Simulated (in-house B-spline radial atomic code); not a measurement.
# RPA and G0W0 on LC-wPBE: O VII (O6+)

Configuration 1s2, mean-field start LC-wPBE. Computed with a B-spline radial code for spherical atoms: all electrons, non-relativistic, point nucleus, each spin shell either full or empty, empty states to l = 9 with an (l + 1/2)⁻⁴ tail; G0W0 by contour deformation at full frequency.

Relativity, left out, deepens the 1s level by about Z⁴α²/8 hartree.

Command:
```bash
python run_gw.py task.json out
```
Settings (radii: box in bohr, nucleus in fm):
```
Z                        8
electrons                2
configuration            1s2
hamiltonian              nr
method                   lc_wpbe
lmax                     9
spin_polarised           False
box_radius               9.29
intervals                44
ion_configuration        1s1
```

Time taken, with all properties: 1 s on 1 thread of Arm Neoverse N1, with other jobs on the host.

Energies (hartree):

| term | value |
| --- | --- |
| mean-field total | -59.07727 |
| Hartree-Fock functional on these orbitals | -59.10954 |
| direct second order | -0.093186 |
| second-order exchange | 0.046594 |
| SOSEX correction | 0.045095 |

(1) What is the RPA correlation energy, and what remains with SOSEX?

Quasi-particle levels (eV):

```json
{"level": "1s", "occupied": "yes", "mean field": "-697.91", "Σx - vxc": "-41.49", "Σc": "?", "QP weight": "?", "G0W0": "?"}
{"level": "2s", "occupied": "no", "mean field": "-141.91", "Σx - vxc": "4.23", "Σc": "-0.21", "QP weight": "1.000", "G0W0": "-137.89"}
```

G0W0 = mean field + (Σx - vxc) + Σc, with Σc (partial-wave tail included) taken at the quasi-particle energy.

(2) Where does G0W0 put 1s?

(3) What does it cost to remove one electron (to 1s1) by differences of total energies, each species on its own start (correlation terms add to the Hartree-Fock functional)?

## Answers

(1) RPA gives -0.090188 hartree (-1.23 eV per electron); RPA + SOSEX gives -0.045093, and the second-order doubles -0.046592 hartree (no singles). SOSEX takes back 50 % of the RPA value, the self-correlation of each of the two electrons.

(2) At -738.74 eV, with Σc = 0.66 eV and a quasi-particle weight of 0.995. The tabulated removal energy is 739.327 eV (NIST, tabulated theory).

(3) LC-wPBE 737.93 eV, Hartree-Fock functional 737.71 eV, + RPA 739.54 eV, + RPA + SOSEX 738.94 eV, + second order 738.98 eV. Tabulated: 739.327 eV (NIST, tabulated theory).
